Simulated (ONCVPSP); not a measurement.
# Bi (Z = 83), ONCV: configuration errors across variants

- Element: bismuth
- Generator: ONCVPSP 4.0.1
- Type: optimised norm-conserving Vanderbilt (ONCV)
- Functional: PBE
- Relativity: fully relativistic
- Frozen core: [Xe] 4f14
- Valence charge: 15
- Reference configuration: 5d10 6s2 6p2.5 (charge +0.5)
- Partial waves: 6s: rc 1.75 bohr, ncon 4, nbas 8, qcut 3.1 1/bohr, 3 projectors, debl 2.3 Ha; 6p: rc 2.25 bohr, ncon 3, nbas 7, qcut 4 1/bohr, 2 projectors, debl 1.7 Ha; 5d: rc 1.40 bohr, ncon 3, nbas 8, qcut 12 1/bohr, 2 projectors, debl 3.6 Ha
- Local potential: polynomial inside 0.95 bohr (lpopt 5, dvloc0 0 Ha)
- Core correction: polynomial model core, fcfact 0.55

Open shells are filled in proportion to 2j + 1.

All-electron excitation energies from the reference (eV): (1) 5d10 6s2 6p3 -3.168; (2) 5d10 6s2 6p2 4.892; (3) 5d10 6s2 6p1 20.317; (4) 5d10 6s1 6p4 6.690.

1 further variants failed, have other tests or another functional or relativity, and are left out.

A true bound ghost makes a file unfit for plane-wave use even where its test errors are small: the radial tests pick states by their node count and pass the ghost by.

Errors AE − PS in meV (a dash: test not solved or not reliable):

```csv
change,(1),(2),(3),(4),bound ghosts,GHOST(+) flags above zero
base,-0.2,-0.2,-3.8,-6.3,"s, p3/2, p1/2",s
d: qcut 12.8,-0.2,-0.2,-3.8,-6.3,"s, p3/2, p1/2",s
"p: ncon 4, nbas 8",-0.2,-0.3,-4.1,-6.9,"s, p3/2, p1/2","s, p3/2"
core correction none,-0.1,+0.1,+0.8,-3.5,"s, p3/2, p1/2",s
"d: rc 0.94; local potential polynomial inside 0.94 bohr (lpopt 5, dvloc0 0 Ha)",-0.2,-0.2,-3.8,-6.3,"s, p3/2, p1/2","s, p3/2"
```

**Question.** Give the same row for: core correction polynomial model core, fcfact 1.1.

**Answer.** -0.2, -0.2, -3.8, -6.4; bound ghosts: s, p3/2, p1/2; GHOST(+) flags above zero: s.
